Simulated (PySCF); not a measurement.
## CrF4: what the settings change

CrF4: Cr(IV) (d2), charge 0. The structure is a PBE0-D3(BJ)/def2-TZVP geometry optimised for multiplicity 3; coordination tetrahedral, point group Td, metal–donor distances 1.70 Å.

```
5

Cr    0.0000    0.0000    0.0000
F     0.9790    0.9790    0.9790
F     0.9790   -0.9790   -0.9790
F    -0.9790   -0.9790    0.9790
F    -0.9790    0.9790   -0.9790
```

Method (PySCF 2.14, density fitting): CASSCF(2,5) with orbitals averaged over all microstates of the shell, strongly contracted NEVPT2 on the averaged canonical orbitals; basis x2c-TZVPall on the metal, x2c-SVPall elsewhere; spin-free X2C; gas phase; spin-orbit coupling by state interaction with the mean-field operator over all roots.

Base run: NEVPT2 ground state 3A2, next 1E at 13307, then 3T2 at 13612 cm⁻¹, 10Dq(CASSCF) 11593, B(CASSCF) 972, ζ 243 cm⁻¹, g 1.940 1.940 1.940, μeff(300 K) 2.79 μB.

Problem. What happens with the basis x2c-TZVPall on all atoms?

Solution. NEVPT2 ground state 3A2, next 1E at 13275, then 3T2 at 13341 cm⁻¹, 10Dq(CASSCF) 11538, B(CASSCF) 973, ζ 242 cm⁻¹, g 1.939 1.939 1.939, μeff(300 K) 2.79 μB. It took 9.4 s against 4.7 s on a shared host of the same kind.

Problem. What happens with orbitals averaged over the highest spin alone?

Solution. NEVPT2 ground state 3A2, next 1E at 13364, then 3T2 at 13607 cm⁻¹, 10Dq(CASSCF) 11620, B(CASSCF) 981, ζ 246 cm⁻¹, g 1.939 1.939 1.939, μeff(300 K) 2.79 μB.

No frequencies were computed for the optimised geometry. Charge-transfer states lie outside this active space and may come lower than some of these levels. NEVPT2 lifts 3T2 from 12030 to 13612 cm⁻¹; on the d shell alone such lifts tend to overshoot. NEVPT2 on the d shell alone tends to put d–d bands too high for such charged or covalently bound ions.
